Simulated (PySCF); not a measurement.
H₆MgO₂Si₂, SMILES [Mg]([O][SiH3])[O][SiH3].

Coordinates come from a PBE0-D3(BJ)/def2-SVP optimisation. The structure was generated by enumeration; whether it is a known compound was not checked. The values are those of a single conformer.

All values below come from TDA-PBE/def2-SVPD in PySCF.

Vertical excitations; the highest root listed may be one member of a degenerate set. Gas-phase values at a fixed geometry. State labels are in the subgroup C2.

Task: List the lowest excited states. (Estimate from the structure and the level; the computed values follow.)

Result: 
```csv
state,symmetry,energy (eV),λ (nm),f,main pairs
S1,A,4.45,279,0.000,HOMO−1→LUMO (degenerate set)
S2,B,4.45,279,0.000,HOMO→LUMO (degenerate set)
S3,B,4.58,271,0.025,HOMO−3→LUMO (degenerate set)
S4,A,4.58,271,0.025,HOMO−2→LUMO (degenerate set)
S5,A,6.24,199,0.000,"HOMO→LUMO+1 51 %, HOMO−1→LUMO+2 49 %"
S6,A,6.25,198,0.000,"HOMO−1→LUMO+2, HOMO→LUMO+1 (degenerate set)"
S7,B,6.25,198,0.000,"HOMO−1→LUMO+1, HOMO→LUMO+2 (degenerate set)"
S8,B,6.32,196,0.001,"HOMO−2→LUMO+1, HOMO−3→LUMO+2 (degenerate set)"
S9,A,6.32,196,0.001,"HOMO−3→LUMO+1, HOMO−2→LUMO+2 (degenerate set)"
S10,B,6.34,196,0.000,"HOMO−3→LUMO+2 50 %, HOMO−2→LUMO+1 50 %"
T1,B,4.33,286,0,HOMO→LUMO (degenerate set)
T2,A,4.33,286,0,HOMO−1→LUMO (degenerate set)
T3,B,4.41,281,0,HOMO−3→LUMO (degenerate set)
T4,A,4.41,281,0,HOMO−2→LUMO (degenerate set)
```
Triplets are in the Tamm–Dancoff approximation.
